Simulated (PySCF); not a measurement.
Ir2 at several levels of theory

Computed with PySCF 2.14.0 (density fitting, no spin-orbit coupling) at the geometry relaxed with TPSS:

```xyz
2
Ir2 (triplet)
Ir    0.0000    0.0000    1.1180
Ir    0.0000    0.0000   -1.1180
```

| level | basis | state | HOMO (eV) | gap (eV) | charge on Ir1 (e) | dipole about the centre of mass (D) | largest force component (eV/Å) |
| --- | --- | --- | --- | --- | --- | --- | --- |
| TPSS | Ir def2-SVP with ECP60 | triplet | -4.69 | 0.57 | 0.00 | 0.00 | 0.03 |
| BP86 | the same | triplet | -4.83 | 0.33 | 0.00 | 0.00 | 0.04 |
| r2SCAN | the same | triplet | -4.92 | 0.86 | 0.00 | 0.00 | 0.61 |
| revPBE | the same | triplet | -4.62 | 0.36 | 0.00 | 0.00 | 0.16 |
| TPSS | Ir def2-TZVP with ECP60 | triplet | -4.52 | -0.16 | 0.00 | 0.00 | 0.87 |
| TPSS | Ir x2c-SVPall | triplet | -4.80 | 0.45 | 0.00 | 0.00 | 0.71 |

HOMO and gap are taken over both spins. Charges are Mulliken's, which hang on the basis. The relaxation used the grid (50, 194), these runs (75, 302) or, all-electron (x2c bases, spin-free X2C Hamiltonian), (99, 590).

Q: What does B3LYP with Ir def2-SVP with ECP60 give here?

A: state triplet, HOMO (eV) -5.63, gap (eV) 2.10, charge on Ir1 (e) 0.00, dipole about the centre of mass (D) 0.00, largest force component (eV/Å) 0.09. Time: 1.9 s on 2 threads of Arm Neoverse V1 (shared host), from an already converged density.

The relaxed state isn't the lowest spin state tried at its geometry. No frequency check is given that shows the relaxed geometry to be a minimum. The relaxed state is spin-contaminated (spin squared 3.06 against 2.00). Open shells may have lower solutions than the one found.

A gap near or under zero over both spins lies within a partly filled shell and is no excitation energy.

Some runs are spin-contaminated.
